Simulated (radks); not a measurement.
The numbers below are computed, except where a source is named.
Mn IV, 22 electrons, occupied as [Ar] 3d3 4d1 (not the ground configuration).

Code: a radial shooting solver on a logarithmic mesh with Libxc functionals. Model: non-relativistic Kohn-Sham, SCAN, spin-polarised, spherical densities, point nucleus; open shells are filled with parallel spins first; meta-GGA in the generalised Kohn-Sham scheme.

Energy parts (eV):
| part | energy |
|---|---|
| total | -31233.234 |
| kinetic | 31210.659 |
| electron-nucleus | -73174.698 |
| Hartree | 12106.411 |
| exchange-correlation | -1375.606 |

Orbitals (lengths in bohr, moments of r in powers of bohr; r(max) is where P^2 peaks; r(90%) holds 90 % of the orbital's charge):
orbital  occ.  eigenvalue (eV)   r(max)   <1/r>  r(90%)
1s up       1        -6446.445  0.04054   24.51   0.110
1s down     1        -6446.454  0.04054   24.51   0.110
2s up       1        -793.2886   0.2349   5.235   0.437
2s down     1        -790.7905   0.2347   5.247   0.435
2p up       3        -685.4896   0.1897   5.167   0.407
2p down     3        -683.6553   0.1895   5.179   0.405
3s up       1        -136.6717   0.7365   1.677    1.25
3s down     1        -131.5002   0.7379   1.663    1.26
3p up       3        -104.8339   0.7450   1.566    1.33
3p down     3         -99.7290   0.7476   1.552    1.34
3d up       3         -53.6113   0.7184   1.311    1.58
4d up       1         -17.6554    2.990  0.3944    4.83

The highest occupied level is 4d up at -17.655 eV. The spin density at the nucleus is -0.615 e/bohr^3 (1s 0.001, 2s -1.983, 3s 1.367), a Fermi contact field of -32.3 T. The electron density at the nucleus is 1.056e+04 e/bohr^3. Virial ratio -V/T = 2.00072.

Empty levels of this run are not shown, since the potential may be unsettled where no density lies.
